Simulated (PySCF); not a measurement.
In(F)(OH)(NH2) (FH3InNO), SMILES [NH2][In]([OH])[F].

Coordinates come from a PBE0-D3(BJ)/def2-SVP optimisation. The def2 effective core potentials stand for the cores of In; spin–orbit coupling is left out. Other conformers were not sampled.

These are PySCF with PBE/def2-TZVPD values and carry that method's errors.

Isolated molecule, no solvent.

The total energy is -421.68775 hartree. The highest occupied level is -6.68 eV. The lowest empty level is -2.94 eV and the orbital gap comes out as 3.73 eV. The dipole moment is 2.17 D, the quadrupole, principal values (traceless, Buckingham form, about the centre of nuclear charge) comes out as -10.72, 0.77, 9.95 D·Å and the mean static polarisability is 52.7 bohr³ (7.80 Å³). The polarisability, principal values comes out as 41.6, 51.0, 65.3 bohr³.
